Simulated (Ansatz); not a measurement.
Isolated molecules relaxed with PBE0-D4/def2-TZVP in Ansatz; ΔE leaves out vibrations. CCSD(T)/CBS adds triple-zeta CCSD(T) − MP2 to the extrapolated MP2 energy (def2 sets, frozen cores). Functionals use def2-TZVPP. B3LYP here is the variant with VWN-RPA as its local correlation; programs differ in this. Each species was taken in one conformer, which may not be the lowest.

Consider the formal exchange of groups at the Si–B bond: `B[SiH](C)BF` + `C#CCOC` → `B[SiH](C)C#C` + `COCBF`.

(1) Is it downhill or uphill in electronic energy at CCSD(T)/CBS, and by how much? (Best estimate.)

(2) What do these levels give: PBE-D4, B3LYP-D4, r2SCAN, PBE0, HF/def2-TZVPP, CCSD/def2-TZVPP, CCSD(T)/def2-TZVPP, HF/def2-QZVPP, MP2/def2-QZVPP, SCS-MP2/def2-QZVPP, HF/CBS(def2), CCSD/CBS(def2)? (Best estimate.)

Largest T1 diagnostic among the species: 0.014.

Results:

(1) Computed: Downhill: ΔE = -20.7 kcal/mol.

(2) The calculation gave: PBE-D4 -16.3, B3LYP-D4 -19.8, r2SCAN -19.2, PBE0 -17.9, HF/def2-TZVPP -22.8, CCSD/def2-TZVPP -20.9, CCSD(T)/def2-TZVPP -20.6, HF/def2-QZVPP -22.8, MP2/def2-QZVPP -22.2, SCS-MP2/def2-QZVPP -22.2, HF/CBS(def2) -22.8, CCSD/CBS(def2) -21.1 kcal/mol.

From PBE to PBE0 (25 % exact exchange), in def2-TZVPP and without D4, ΔE moves by −1.8 kcal/mol.
